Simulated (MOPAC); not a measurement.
A run for MOPAC: AM1 on C4H4 (SMILES C1=CC=C1).

```
AM1 1SCF PRECISE CHARGE=0 THREADS=1
C4H4

C     -0.82158282 1    -0.62310408 1    -0.01274775 1
C     -0.75050338 1     0.69988880 1     0.10158445 1
C      0.82158257 1     0.62310408 1     0.01274759 1
C      0.75050374 1    -0.69988885 1    -0.10158429 1
H     -1.62224137 1    -1.34668498 1    -0.03555137 1
H     -1.46942413 1     1.49768988 1     0.21025768 1
H      1.62224101 1     1.34668515 1     0.03555104 1
H      1.46942439 1    -1.49769002 1    -0.21025734 1
```

The log:

```
*******************************************************************************
 **                                                                           **
 **                              MOPAC v23.2.5                                **
 **                                                                           **
 *******************************************************************************
 ** MOPAC's Digital Object Identifier: https://doi.org/10.5281/zenodo.6511958 **
 **                                                                           **
 ** Please cite the open-source release paper for use of this MOPAC version:  **
 ** J. E. Moussa and J. J. P. Stewart (2026)                                  **
 ** MOPAC: An open-source semiempirical molecular orbital program             **
 ** J. Open Source Softw., 11(119), 8025, https://doi.org/10.21105/joss.08025 **
 *******************************************************************************

                              AM1 CALCULATION RESULTS

 *******************************************************************************
 *  AM1        - The AM1 Hamiltonian to be used
 *
 *
 *
 *                 CHARGE ON SYSTEM = 0
 *
 *
 *
 *  PRECISE    - TIGHTER CRITERIA TO BE USED
 *  1SCF       - DO 1 SCF AND THEN STOP
 *  THREADS=1  - MULTI-THREADING NOT USED
 *  T=         - A TIME OF 172800.0 SECONDS REQUESTED
 *  DUMP=N     - RESTART FILE WRITTEN EVERY 7200.0 SECONDS REQUESTED
 *******************************************************************************
AM1 1SCF PRECISE CHARGE=0 THREADS=1
 C4H4

   ATOM   CHEMICAL          X               Y               Z
  NUMBER   SYMBOL      (ANGSTROMS)     (ANGSTROMS)     (ANGSTROMS)

     1       C         -0.82158282  *  -0.62310408  *  -0.01274775  *
     2       C         -0.75050338  *   0.69988880  *   0.10158445  *
     3       C          0.82158257  *   0.62310408  *   0.01274759  *
     4       C          0.75050374  *  -0.69988885  *  -0.10158429  *
     5       H         -1.62224137  *  -1.34668498  *  -0.03555137  *
     6       H         -1.46942413  *   1.49768988  *   0.21025768  *
     7       H          1.62224101  *   1.34668515  *   0.03555104  *
     8       H          1.46942439  *  -1.49769002  *  -0.21025734  *



          CARTESIAN COORDINATES

    NO.       ATOM           X           Y           Z

     1         C         -0.8216     -0.6231     -0.0127
     2         C         -0.7505      0.6999      0.1016
     3         C          0.8216      0.6231      0.0127
     4         C          0.7505     -0.6999     -0.1016
     5         H         -1.6222     -1.3467     -0.0356
     6         H         -1.4694      1.4977      0.2103
     7         H          1.6222      1.3467      0.0356
     8         H          1.4694     -1.4977     -0.2103

  H: (AM1): M.J.S. DEWAR ET AL, J. AM. CHEM. SOC. 107 3902-3909 (1985)
  C: (AM1): M.J.S. DEWAR ET AL, J. AM. CHEM. SOC. 107 3902-3909 (1985)

           Empirical Formula: C4 H4  =     8 atoms



      MOLECULAR POINT GROUP   :   D2h


      RHF CALCULATION, NO. OF DOUBLY OCCUPIED LEVELS = 10


 -------------------------------------------------------------------------------
 AM1 1SCF PRECISE CHARGE=0 THREADS=1
 C4H4



     1SCF WAS SPECIFIED, SO BFGS WAS NOT USED
     SCF FIELD WAS ACHIEVED


                              AM1 CALCULATION
                                                       MOPAC v23.2.5 Linux




          FINAL HEAT OF FORMATION =        114.13414 KCAL/MOL =     477.53726 KJ/MOL


          COSMO AREA              =         95.05 SQUARE ANGSTROMS
          COSMO VOLUME            =         79.65 CUBIC ANGSTROMS

          IONIZATION POTENTIAL    =          8.781111 EV
          HOMO LUMO ENERGIES (EV) =         -8.781  0.300
          NO. OF FILLED LEVELS    =         10
          MOLECULAR WEIGHT        =         52.0756         POINT GROUP:  D2h

          MOLECULAR DIMENSIONS (Angstroms)

            Atom       Atom       Distance
            H     8    H     6     4.21734
            H     7    H     5     4.20354
            H     7    H     8     0.00000


          SCF CALCULATIONS        =          1





   ATOM   CHEMICAL          X               Y               Z
  NUMBER   SYMBOL      (ANGSTROMS)     (ANGSTROMS)     (ANGSTROMS)

     1       C         -0.82158282  *  -0.62310408  *  -0.01274775  *
     2       C         -0.75050338  *   0.69988880  *   0.10158445  *
     3       C          0.82158257  *   0.62310408  *   0.01274759  *
     4       C          0.75050374  *  -0.69988885  *  -0.10158429  *
     5       H         -1.62224137  *  -1.34668498  *  -0.03555137  *
     6       H         -1.46942413  *   1.49768988  *   0.21025768  *
     7       H          1.62224101  *   1.34668515  *   0.03555104  *
     8       H          1.46942439  *  -1.49769002  *  -0.21025734  *

                             CARTESIAN COORDINATES

   1    C       -0.821582820    -0.623104080    -0.012747750
   2    C       -0.750503380     0.699888800     0.101584450
   3    C        0.821582570     0.623104080     0.012747590
   4    C        0.750503740    -0.699888850    -0.101584290
   5    H       -1.622241370    -1.346684980    -0.035551370
   6    H       -1.469424130     1.497689880     0.210257680
   7    H        1.622241010     1.346685150     0.035551040
   8    H        1.469424390    -1.497690020    -0.210257340


           Empirical Formula: C4 H4  =     8 atoms



      MOLECULAR POINT GROUP   :   D2h


                  EIGENVALUES
 -38.76676 -27.25105 -23.41384 -18.38752 -16.98925 -13.95307 -13.29096 -12.55915
 -11.39430  -8.78111   0.29994   2.20927   3.07991   3.53559   4.66273   4.78002
   4.81519   4.88261   5.18671   6.31434


              NET ATOMIC CHARGES AND DIPOLE CONTRIBUTIONS

  ATOM NO.   TYPE          CHARGE      No. of ELECS.   s-Pop       p-Pop
    1          C          -0.157443        4.1574     1.26078     2.89666
    2          C          -0.157443        4.1574     1.26078     2.89666
    3          C          -0.157443        4.1574     1.26078     2.89666
    4          C          -0.157443        4.1574     1.26078     2.89666
    5          H           0.157443        0.8426     0.84256
    6          H           0.157443        0.8426     0.84256
    7          H           0.157443        0.8426     0.84256
    8          H           0.157443        0.8426     0.84256
 DIPOLE           X         Y         Z       TOTAL
 POINT-CHG.     0.000    -0.000    -0.000     0.000
 HYBRID        -0.000     0.000     0.000     0.000
 SUM            0.000    -0.000    -0.000     0.000


          ATOMIC ORBITAL ELECTRON POPULATIONS

     Atom    s        px        py        pz
    1  C   1.26078   0.94105   0.95633   0.99928
    2  C   1.26078   0.93635   0.96060   0.99971
    3  C   1.26078   0.94105   0.95633   0.99928
    4  C   1.26078   0.93635   0.96060   0.99971
    5  H   0.84256
    6  H   0.84256
    7  H   0.84256
    8  H   0.84256

 **********************
 *                    *
 * JOB ENDED NORMALLY *
 *                    *
 **********************




 == MOPAC DONE ==
```

The run finished.

Cost: about 0.020 core-seconds (a rough figure).
